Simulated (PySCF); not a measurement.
**HoB from Hartree–Fock to correlated methods**

State: septet, about 10.9 electrons in the 4f shell (Mulliken), real f orbitals that mix terms. Set-up: PySCF, spin-free X2C with a Gaussian nucleus, basis sets Ho x2c-TZVPall, B x2c-TZVPall. De refers to Ho (4f11 6s2) + B in their high-spin ground configurations, without counterpoise correction. The functionals are run spin-unrestricted. A positive dipole means Ho(−)B(+). Levels whose curve was spin-contaminated or gave no clean fit are not listed.

```
      Level  Re (Å)  ωe (cm⁻¹)  De (eV)  μ (D)
        UHF   2.526        384      n/a  -3.90
    UHF-MP2   2.330        431      n/a    n/a
UHF-SCS-MP2   2.363        419      n/a    n/a
     r²SCAN   2.280        441     1.91  -4.85
      M06-L   2.339        462     1.61  -4.25
       PBE0   2.336        431     1.16  -5.09
    LC-ωPBE   2.339        415     1.13  -4.20
     B2PLYP   2.338        408     0.63  -3.95
```

The bond length runs from 2.280 Å (r²SCAN) to 2.526 Å (UHF). De spans 0.63 eV (B2PLYP, double hybrid) to 1.91 eV (r²SCAN, meta-GGA).

Correlated steps freeze 19 core orbitals. Spin–orbit coupling is left out, which matters for elements this heavy, above all for dissociation energies. B2PLYP dipoles, levels and charges come from its SCF part alone. With d or f electrons several states lie close, and the lowest PBE0 determinant need not be the measured ground state.

The whole job (state search and all levels along the bond) took about 20 min on 4 threads of Arm Neoverse V2 (shared host), peak memory 7.7 GiB.
